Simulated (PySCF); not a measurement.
A calculated (PBE, PySCF 2.14, cc-pVDZ-DK, the spin-free X2C one-electron Hamiltonian (Gaussian nucleus)) atom or ion has these occupied shells.

```json
{"shell": "1s α", "electrons": "1", "orbital energy (eV)": "-882.77", "rms radius, mean of both spins (bohr)": "0.183"}
{"shell": "1s β", "electrons": "1", "orbital energy (eV)": "-880.63", "rms radius, mean of both spins (bohr)": "0.183"}
{"shell": "2s α", "electrons": "1", "orbital energy (eV)": "-80.332", "rms radius, mean of both spins (bohr)": "0.920"}
{"shell": "2s β", "electrons": "1", "orbital energy (eV)": "-75.144", "rms radius, mean of both spins (bohr)": "0.920"}
{"shell": "2p α", "electrons": "3", "orbital energy (eV)": "-56.888", "rms radius, mean of both spins (bohr)": "0.920"}
{"shell": "2p β", "electrons": "1", "orbital energy (eV)": "-52.585", "rms radius, mean of both spins (bohr)": "0.920"}
```

(1) Name the element and its charge.

Results:

(1) Ne²⁺ (neon, charge +2), in [He] 2s2 2p4, high-spin 3P determinant.
